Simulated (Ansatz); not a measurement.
Relaxation of GaH5O (7 atoms, charge 0, multiplicity 1), to a largest force component of 0.03 eV/Å in at most 50 steps.

Method: RKS LDA/def2-mTZVP in Ansatz.

```xyz
7
Properties=species:S:1:pos:R:3
Ga -0.062 -0.225 0.050
O 0.009 -0.340 1.833
H -0.851 -0.419 2.289
H 1.382 -0.217 -0.541
H -1.466 -0.155 -0.635
H 0.132 2.407 0.885
H 0.094 1.812 1.295
```

**Question.** Where does it end, and by what steps?

**Answer.** The run converged. The force dipped under the threshold on the way, but the program's further checks kept it going. After 9 steps the energy has fallen by 0.099 eV; H6 moved furthest, 0.39 Å.

```json
{"step": "0", "energy less start (eV)": "0.0000", "largest force component (eV/Å)": "1.579", "accepted": "yes"}
{"step": "1", "energy less start (eV)": "-0.0656", "largest force component (eV/Å)": "0.321", "accepted": "yes"}
{"step": "2", "energy less start (eV)": "-0.0701", "largest force component (eV/Å)": "0.867", "accepted": "yes"}
{"step": "3", "energy less start (eV)": "-0.0827", "largest force component (eV/Å)": "0.462", "accepted": "yes"}
{"step": "4", "energy less start (eV)": "-0.0903", "largest force component (eV/Å)": "0.377", "accepted": "yes"}
{"step": "5", "energy less start (eV)": "-0.0862", "largest force component (eV/Å)": "0.124", "accepted": "no"}
{"step": "6", "energy less start (eV)": "-0.0982", "largest force component (eV/Å)": "0.030", "accepted": "yes"}
{"step": "7", "energy less start (eV)": "-0.0834", "largest force component (eV/Å)": "0.519", "accepted": "no"}
{"step": "8", "energy less start (eV)": "-0.0984", "largest force component (eV/Å)": "0.050", "accepted": "yes"}
{"step": "9", "energy less start (eV)": "-0.0986", "largest force component (eV/Å)": "0.007", "accepted": "yes"}
```

```xyz
7
Properties=species:S:1:pos:R:3
Ga -0.035 -0.124 0.188
O -0.018 -0.617 1.906
H -0.909 -0.687 2.297
H 1.390 -0.094 -0.439
H -1.426 0.106 -0.492
H 0.067 2.314 0.516
H 0.170 1.965 1.199
```

Run time: 12 s on 1 thread of Arm Neoverse V1, with other jobs on the host, peak memory 0.12 GiB.
